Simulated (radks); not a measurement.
Spherical jellium clusters: N electrons in a uniform positive sphere of charge N and radius rs N^(1/3), rs = 3.83 bohr. Method: non-relativistic Kohn-Sham, LDA (Slater exchange, Perdew-Wang correlation), spin-polarised, spherical densities; computed with a radial shooting solver with Libxc functionals. Levels are named by radial order and angular momentum (1s, 1p, 1d, 2s, ...), and open shells are averaged over m.

N = 6, configuration 1s2 1p(up 3, down 1). This is the lowest configuration that the search found. Occupied and some empty levels:

level,occupation,eigenvalue (eV),<r> (bohr)
1s up,1,-4.7784,4.754
1s down,1,-4.3357,4.774
1p up,3,-3.2219,5.915
1p down,1,-2.7962,6.058
1d up,0,-1.4638,7.206
2s up,0,-1.1612,7.837
1d down,0,-1.1284,7.539
2s down,0,-0.96585,8.267

Energy (eV): total -9.86620, kinetic 11.180, external -163.17, Hartree 79.237, exchange-correlation -21.567, background 84.454.

Electron density:

r (bohr),n(r) (e/bohr^3)
0.532,0.003804
1.12,0.004045
1.72,0.004394
2.31,0.004756
2.90,0.005019
3.50,0.005074
4.09,0.004851
4.68,0.004341
5.28,0.003609
5.87,0.002772
6.46,0.001967
7.05,0.001298
7.65,0.0008078
8.24,0.0004818
8.83,0.0002786
9.43,0.0001574
10.0,0.00008715
10.6,0.00004782
11.2,0.00002599
11.8,0.00001388
